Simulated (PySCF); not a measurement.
C₉H₅N.
Geometry (GFN2-xTB, Å), atoms numbered from 1 in this order:
```xyz
15
C9H5N angstrom
C     -3.1680    1.5407   -0.7466
C     -2.2090    0.8831   -0.4488
C     -1.0753    0.1103   -0.0985
C     -1.2141   -1.1927    0.3862
C     -0.0650   -1.8957    0.7086
N      1.1545   -1.4089    0.5861
C      1.2918   -0.1658    0.1266
C      2.6130    0.3401    0.0047
C      3.7233    0.7831   -0.1029
C      0.2075    0.6365   -0.2300
H     -4.0060    2.1163   -1.0066
H     -2.1916   -1.6338    0.5047
H     -0.1229   -2.9082    1.0875
H      4.6970    1.1634   -0.1947
H      0.3604    1.6397   -0.5980
```

Computed with PySCF, TDDFT wB97X-D/def2-SVPD, vertical, gas phase, core orbitals frozen in the response.

Kohn–Sham orbitals with the atoms that hold most of them (Löwdin shares over 4%, at most four atoms; ? is withheld):

```json
{"orbital": "LUMO+2", "ε (eV)": "2.18", "atoms": "C1 23%, C2 14%, C4 10%, C10 8%"}
{"orbital": "LUMO+1", "ε (eV)": "0.49", "atoms": "C10 23%, C5 14%, C7 12%, C4 10%"}
{"orbital": "LUMO", "ε (eV)": "-0.22", "atoms": "?"}
{"orbital": "HOMO", "ε (eV)": "?", "atoms": "?"}
{"orbital": "HOMO-1", "ε (eV)": "-9.54", "atoms": "C1 25%, C2 21%, C10 15%, C3 12%"}
{"orbital": "HOMO-2", "ε (eV)": "-9.78", "atoms": "N6 61%, C5 11%, C7 9%, C4 5%"}
{"orbital": "HOMO-3", "ε (eV)": "-10.24", "atoms": "C9 39%, C8 38%, C1 5%, C2 4%"}
```

Give the leading atoms of the LUMO.

N6 (bonded to 2 C) 18%; C3 (bonded to 3 C) 16%; C4 (bonded to 2 C and H) 13%; C7 (bonded to 2 C and N) 11%. By element: carbon 40% or more, nitrogen 18%.

Which atoms hold the HOMO, and with what shares?

C9 (bonded to C and H) 21%; C8 (bonded to 2 C) 17%; C4 (bonded to 2 C and H) 17%; C7 (bonded to 2 C and N) 11%.

What is the HOMO energy, and the HOMO–LUMO gap?

ε(HOMO) = -9.10 eV; the gap is 8.89 eV (0.3265 hartree).

How does S1 compare with the orbital gap of 8.89 eV?

S1 is at 4.68 eV (f = 0.0020), 4.21 eV below the gap, made of HOMO-2→LUMO (95%). Its leading pair isn't HOMO and LUMO; the energies of that pair differ by 9.56 eV. Without the coupling terms of the response equations the lowest excitation would equal the gap.

Give energy, strength and leading configuration of S1, S3 and S8, and follow the Löwdin shares of the leading atoms from the occupied to the empty orbital.

- S1 (4.68 eV, f 0.0020), HOMO-2→LUMO (95%): N6 61% → 18%, C5 11% → at most 11%, C3 at most 6% → 16%
- S3 (5.26 eV, f 0.0006), HOMO-2→LUMO+1 (95%): N6 61% → at most 10%, C5 11% → 14%, C10 at most 6% → 23%
- S8 (6.32 eV, f 0.138), HOMO-1→LUMO+1 (70%): C1 25% → at most 10%, C2 21% → at most 10%, C10 15% → 23%, C5 at most 13% → 14%

Löwdin shares depend on the basis, the more so with diffuse functions.

Time: 71 s of wall time. Hardware: x86-64 server, one thread, on a shared host.
